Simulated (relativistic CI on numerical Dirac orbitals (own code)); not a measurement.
A reference radial Dirac CI calculation of Ta XL gave the lowest total energy -14653.27667 Ha in 30 SCF steps, from this input:

```
atom Ta  Z=73  charge=39  electrons=34
nucleus A=181  rms_radius_fm=5.3507
hamiltonian dirac-coulomb  breit=on  qed=on  c_scale=1
orbitals kli  potential=per-configuration
slater_scale 1
correlation none
mixing on
grid step=0.0125 r_max=3.7
scf mixing=0.4 start=green max_iterations=150 tolerance=2e-08 node_fill=0.05
configurations
  [Ar] 3d10 4s2 4p4
  [Ar] 3d10 4s 4p5
  [Ar] 3d10 4s2 4p3 4d
end
```

One setting was then changed (and the iteration limit cut to 70), and the output read:

```
SCF 1: [Ar] 3d10 4s2 4p4
 iter      energy (Ha)   residual   last orbital (Ha)
    1    -14500.735164   7.29e+00   -100.76509
    2    -14628.730526   4.07e+00    -84.60511
    3    -14676.639077   2.42e-01    -67.57751
    4    -14678.071294   1.64e-01    -67.68756
    5    -14677.764728   9.92e-04    -67.09220
    6    -14677.761721   2.29e-04    -67.09319
    7    -14677.761945   4.06e-05    -67.09203
    8    -14677.762034   1.77e-06    -67.09212
    9    -14677.762031   8.37e-07    -67.09212
   10    -14677.762029   1.55e-08    -67.09212
SCF 2: [Ar] 3d10 4s 4p5
 iter      energy (Ha)   residual   last orbital (Ha)
    1    -14493.694155   7.30e+00   -100.76509
    2    -14622.392777   4.07e+00    -84.57484
    3    -14670.561760   2.42e-01    -67.53556
    4    -14671.981780   1.63e-01    -67.64785
    5    -14671.677311   8.92e-04    -67.05041
    6    -14671.674758   2.47e-04    -67.05184
    7    -14671.675108   3.80e-05    -67.05076
    8    -14671.675190   1.66e-06    -67.05084
    9    -14671.675188   8.27e-07    -67.05084
   10    -14671.675186   1.35e-08    -67.05084
SCF 3: [Ar] 3d10 4s2 4p3 4d
 iter      energy (Ha)   residual   last orbital (Ha)
    1    -14491.979248   7.30e+00    -96.26980
    2    -14621.129183   4.07e+00    -78.95079
    3    -14669.375293   2.46e-01    -61.21754
    4    -14670.840302   1.65e-01    -61.37901
    5    -14670.534220   1.25e-03    -60.75770
    6    -14670.530917   2.68e-04    -60.75956
    7    -14670.530293   3.50e-05    -60.75777
    8    -14670.530364   1.48e-06    -60.75788
    9    -14670.530362   7.84e-07    -60.75788
   10    -14670.530361   1.09e-08    -60.75788
orbital energies (Ha): 3s -157.4013  3p1/2 -149.0777  3p3/2 -138.8918  3d3/2 -125.2899  3d5/2 -123.0743  4s -73.7923  4p1/2 -70.2643  4p3/2 -67.0921
configuration averages (Ha): Dirac-Coulomb, Breit, QED
  4s2 4p4                     -14677.762029   15.824156   11.093669
  4s 4p5                      -14671.675186   15.835910   11.053482
  4s2 4p3 4d                  -14670.530361   15.786883   11.088642
levels: no., configuration, term, J, E (cm-1), weight
   1 4s2 4p4                3P   2                0.0  0.70
   2 4s2 4p4                1S   0            74170.8  0.62
   3 4s2 4p4                3P   1           693681.1  1.00
   4 4s2 4p4                1D   2           732527.1  0.70
   5 4s2 4p3 4d             3D*  2          1200612.0  0.30
   6 4s2 4p3 4d             3D*  1          1221497.5  0.28
   7 4s2 4p3 4d             3P*  0          1226127.5  0.58
   8 4s2 4p3 4d             3F*  3          1231979.1  0.28
   9 4s 4p5                 3P*  2          1351352.3  0.28
  10 4s2 4p3 4d             3F*  4          1364801.9  0.48
  11 4s2 4p4                3P   0          1457812.5  0.62
  12 4s2 4p3 4d             3D*  3          1481603.4  0.33
  13 4s2 4p3 4d             3P*  1          1494459.8  0.32
  14 4s 4p5                 3P*  2          1529419.6  0.63
lowest total energy -14653.054234 Ha
end: converged
```

**Question.** Which setting was changed?
A. speed of light
B. node fill of the KLI weights
C. QED terms
D. Breit term

**Answer.** B. The node fill of the KLI weights 5. This setting is bad on purpose; its numbers may not be properties of the ion.
